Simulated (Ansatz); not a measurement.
A set of 12 reactions (isomerisation), with CCSD(T)/CBS values in kJ/mol:

```tsv
reaction	ΔE
`CCC(C)(C)CC` → `CCCCC(C)C`	3.8
`C=CC(C)=N` → `C=CC(=C)N`	4.1
`OB(O)OC[SiH3]` → `C[SiH2]OB(O)O`	-227.3
`C1=CN1` → `C1=NC1`	-137.8
`COC(N)[SiH3]` → `CO[SiH](C)N`	-316.4
`CCC#CF` → `CC1=CC1F`	-27.2
`C[Si@H]1C[C@H]1F` → `C/C([SiH3])=C\F`	-34.4
`CC1=CCCO1` → `C=C1OC1(C)C`	105.4
`C=C(O)[SiH2]C=O` → `C=COC(=O)[SiH3]`	-39.2
`NC1=NCC1` → `C=NC(C)=N`	-7.6
`[SeH][SiH]1C[SiH2]1` → `[SiH3][SiH]1C[Se]1`	-26.2
`O[Si]1([SiH3])CC1` → `C=C[SiH2][SiH2]O`	-24.5
```

Isolated molecules relaxed with PBE0-D4/def2-TZVP in Ansatz; ΔE leaves out vibrations. CCSD(T)/CBS is the MP2 limit (def2-TZVPP, def2-QZVPP) plus CCSD(T) − MP2 in def2-TZVPP, frozen cores. Functionals use def2-TZVPP. B3LYP here is the variant with VWN-RPA as its local correlation; programs differ in this. For Se outer-core shells are correlated without core-valence functions, which leaves a few kJ/mol of doubt a bond. Scalar relativity is left out up to krypton. Each species was taken in one conformer, which may not be the lowest.

Q: Give the mean, mean absolute and largest difference (level minus CCSD(T)/CBS, kJ/mol) for: PBE-D4, r2SCAN-D4, PBE0-D4, B3LYP-D4, r2SCAN, B3LYP, HF/def2-TZVPP, MP2/def2-TZVPP, SCS-MP2/def2-TZVPP, CCSD/def2-TZVPP, CCSD(T)/def2-TZVPP, SCS-MP2/def2-QZVPP, MP2/CBS(def2), CCSD/CBS(def2). (An estimate is asked.)

A: Ansatz gave: 
```
             level  mean  mean absolute  largest
            PBE-D4   3.4           11.2     27.6
         r2SCAN-D4  -1.1            7.8     15.5
           PBE0-D4   3.6            9.9     19.2
          B3LYP-D4  -2.8            5.3    -10.2
            r2SCAN  -1.2            8.1     15.5
             B3LYP  -3.7            6.7    -16.2
     HF/def2-TZVPP  -9.4           13.7    -29.8
    MP2/def2-TZVPP  -0.2            4.8     10.8
SCS-MP2/def2-TZVPP  -1.7            3.7    -10.0
   CCSD/def2-TZVPP  -0.3            2.9     -7.2
CCSD(T)/def2-TZVPP   0.1            3.1      6.7
SCS-MP2/def2-QZVPP  -1.9            3.3     -6.6
     MP2/CBS(def2)  -0.3            5.7    -13.2
    CCSD/CBS(def2)  -0.4            1.8     -3.9
```

The largest T1 diagnostic in the set is 0.016, for `C=COC(=O)[SiH3]` (customary mark 0.02).

CCSD(T)/CBS is a level of theory with its own doubt, and the functionals carry their triple-zeta basis error, so these figures describe this set and don't rank the functionals.
